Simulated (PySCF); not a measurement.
## Excitation energy of Re by level of theory

Re [Xe] 4f14 5d5 6s2 (6S) → Re [Xe] 4f14 5d6 6s1 (6D), as a difference of total energies. Computed with PySCF 2.14 in def2-TZVPPD with the def2 core potential (60 electrons) (6s5p3d2f1g, 59 functions), with a scalar-relativistic core potential. Correlated levels: valence: 5s2 5p6 frozen. The calculations carry no spin-orbit coupling.

```tsv
method	excitation energy (eV)
UHF	1.812
MP2 (valence)	1.656
SCS-MP2 (valence)	1.655
CCSD (valence)	1.761
CCSD(T) (valence)	1.764
```

Task: How much does correlation contribute at CCSD(T) (valence)?

Result: 1.764 − (1.812) = -0.048 eV, measured against UHF.

Errors of the correlated levels include the incompleteness of this basis and the frozen core.

For comparison: 1.759 eV (measured; NIST levels, between the centres of gravity of the two terms).
